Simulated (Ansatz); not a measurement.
# Relative stability

The two ends of one reaction step of SnH4S, singlet (PBE0-D4/def2-TZVP).

A:

```json
{"atom": "Sn1", "x (Å)": "-0.1735", "y (Å)": "1.4931", "z (Å)": "0.6666"}
{"atom": "S2", "x (Å)": "0.9728", "y (Å)": "-0.9799", "z (Å)": "0.0680"}
{"atom": "H3", "x (Å)": "0.0667", "y (Å)": "-1.3766", "z (Å)": "-0.8397"}
{"atom": "H4", "x (Å)": "0.3859", "y (Å)": "1.8220", "z (Å)": "-0.9863"}
{"atom": "H5", "x (Å)": "-1.6767", "y (Å)": "0.7703", "z (Å)": "0.0517"}
{"atom": "H6", "x (Å)": "0.4248", "y (Å)": "-1.7290", "z (Å)": "1.0398"}
```

B:

Sn1  (0.253, 0.909, 0.794)
S2  (1.566, -1.057, 0.277)
H3  (-1.681, 0.211, -1.152)
H4  (0.588, 1.534, -0.830)
H5  (-2.114, 0.042, -0.562)
H6  (1.389, -1.639, 1.474)
(Å)

Computed with Ansatz 0.2.0 (basis: def2-TZVPP); correlated methods freeze the cores. Filled d shells of the heavier atoms are correlated. Core potentials replace the inner electrons of the atoms past krypton. The def2 sets are not built for correlating such inner shells, so the correlated values are less sure here. B3LYP uses VWN-RPA correlation.

(1) Which structure is lower at CCSD(T), and by how much? (Judge from chemistry; the value comes from the calculation.)

T1 diagnostic: at most 0.016.

## Answers

(1) Computed: B, by 12.74 kcal/mol (electronic energy, against the other). By their contacts, A is SnH₄S ([SH2][SnH2]) and B is a complex of SnH₂S ([SH][SnH]) + H₂.

All methods give the same order:

| method | E(B) − E(A) (kcal/mol) |
| --- | --- |
| SPW92 | -9.01 |
| PBE-D4 | -13.71 |
| BLYP-D4 | -15.47 |
| r2SCAN-D4 | -13.26 |
| B97M-V | -11.80 |
| PBE0-D4 | -12.38 |
| B3LYP-D4 | -14.06 |
| r2SCAN0-D4 | -12.37 |
| BHLYP-D4 | -12.71 |
| CAM-B3LYP-D4 | -11.99 |
| wB97X-V | -11.85 |
| wB97M-V | -12.23 |
| B2PLYP | -14.10 |
| PBE-QIDH | -12.35 |
| RPA on PBE | -12.71 |
| HF | -12.22 |
| MP2 | -14.58 |
| CCSD | -12.06 |
| CCSD(T) | -12.74 |

Labels in which every atom is bracketed show which atoms are joined, not bond orders.

For scale, one of the runs: CCSD(T)/def2-TZVPP, 148 basis functions, launched by `ansatz run in.yaml --threads 2 --pin off --events-out ev --progress --plain --max-ram 4352MiB`. Time: 18 s of wall clock on 2 CPU threads of an Arm Neoverse V2; the host was shared. Peak host memory: 0.99 GiB.
